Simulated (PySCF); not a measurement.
## From computed data to an observable: entropy of an ideal gas

C2H6N, SMILES C([NH])C (connectivity only; charge and spin as stated), charge -1, multiplicity 1.

Coordinates come from a PBE-D3(BJ)/def2-SVPD optimisation. The spin state was assumed, not searched. The isomer is the one that the SMILES or the coordinates give; other isomers of the formula were not compared. One conformer was computed; it need not be the lowest.

PBE-D3(BJ)/def2-SVPD (PySCF) gives the harmonic wavenumbers 257, 319, 416, 751, 793, 978, 994, 1105, 1198, 1254, 1272, 1286, 1354, 1363, 1397, 2473, 2769, 2814, 2956, 2998, 3295 cm⁻¹ and the rotational temperatures 1.6843, 0.4320, 0.3879 K. The molar mass is 44.08 g/mol, the symmetry number 1, the spin multiplicity 1.

Question: Work out the entropy at 298.15 K and 1 atm in the rigid-rotor, harmonic-oscillator model.

Answer: 
Translation (Sackur–Tetrode at 1 atm): S = R[1.5 ln M + 2.5 ln T − 1.16487] = 156.0 J/(mol K).
Rotation: q = (√π/σ) T^1.5/√(θA θB θC) = 17200, S = R[ln q + 3/2] = 93.5 J/(mol K).
Vibration: with u = 1.4388 ν/T, each mode gives R[u/(e^u − 1) − ln(1 − e^−u)]:
```
ν (cm⁻¹)  modes     u  S (J/(mol K))
--------  -----  ----  -------------
257           1  1.24           7.04
319           1  1.54           5.50
416           1  2.01           3.79
751           1  3.62           1.05
793           1  3.83           0.89
978           1  4.72           0.43
994           1  4.80           0.40
1105          1  5.33           0.26
1198          1  5.78           0.17
1254          1  6.05           0.14
1272          1  6.14           0.13
1286          1  6.21           0.12
1354          1  6.53           0.09
1363          1  6.58           0.09
1397          1  6.74           0.08
```
The stiffer modes add less than 0.005 each. Sum 20.2 J/(mol K).
Spin: R ln 1 = 0.0 J/(mol K).
Total 269.7 J/(mol K); the program's own thermochemistry gives 269.7. Translation makes up 58 % and vibration 7 %. Anharmonicity, hindered rotation and orbital degeneracy are left out.
